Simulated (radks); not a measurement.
Species: Li I. Configuration: [He] 2s1 (the NIST ground configuration).

Method: non-relativistic Kohn-Sham, LDA (Slater exchange, Perdew-Wang correlation), spin-polarised, spherical densities, point nucleus; open shells are filled with parallel spins first; computed with a radial shooting solver on a logarithmic mesh with Libxc functionals.

Energy parts (eV):
| part | energy |
|---|---|
| total | -199.821 |
| kinetic | 197.267 |
| electron-nucleus | -460.888 |
| Hartree | 109.092 |
| exchange-correlation | -45.292 |

Orbitals (lengths in bohr, moments of r in powers of bohr; <r^-3> diverges for s and p1/2; r(max) is where P^2 peaks):
[
 {"orbital": "1s up", "occ.": "1", "eigenvalue (eV)": "-51.0102", "r(max)": "0.3654", "<r^-3>": "-"},
 {"orbital": "1s down", "occ.": "1", "eigenvalue (eV)": "-50.8000", "r(max)": "0.3658", "<r^-3>": "-"},
 {"orbital": "2s up", "occ.": "1", "eigenvalue (eV)": "-3.1646", "r(max)": "3.073", "<r^-3>": "-"},
 {"orbital": "2s down", "occ.": "0", "eigenvalue (eV)": "-2.0127", "r(max)": "3.231", "<r^-3>": "-"}
]

The highest occupied level is 2s up at -3.165 eV. The spin density at the nucleus is 0.2286 e/bohr^3 (1s 0.0037, 2s 0.2249), a Fermi contact field of 12 T. Summed over all electrons, <r^2> = 18.30 bohr^2, which gives a Langevin (diamagnetic) susceptibility term of -14.5 x 10^-6 cm^3/mol. The electron density at the nucleus is 13.57 e/bohr^3.
